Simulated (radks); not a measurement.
Results of a calculation; reference values are marked as such.
Problem. The germanium ion Ge4+, [Ar] 3d10. Code: a radial shooting solver on a logarithmic mesh with Libxc functionals. Model: non-relativistic Kohn-Sham, r2SCAN, spin-polarised, spherical densities, point nucleus; meta-GGA in the generalised Kohn-Sham scheme. Every spin shell is full or empty, so the densities are truly spherical. Functionals are evaluated on that one density, not self-consistently. Rank these orbital-free kinetic functionals by their error against the exact value of the orbitals, and give that value: Thomas-Fermi, von Weizsacker, TF + vW, TF + vW/9, TF + vW/5, LC94, Thakkar, LKT, DePristo-Kress, Ernzerhof.

Solution. Exact: 2071.92 hartree. From best to worst, with 100 (|E| - |E exact|)/|E exact| (equal figures are ties): LC94 -0.03, DePristo-Kress -0.13, Ernzerhof -0.40, Thakkar -0.50, TF + vW/9 -0.78, TF + vW/5 +3.52, Thomas-Fermi -6.16, LKT +22.93, TF + vW +42.25, von Weizsacker -51.59.
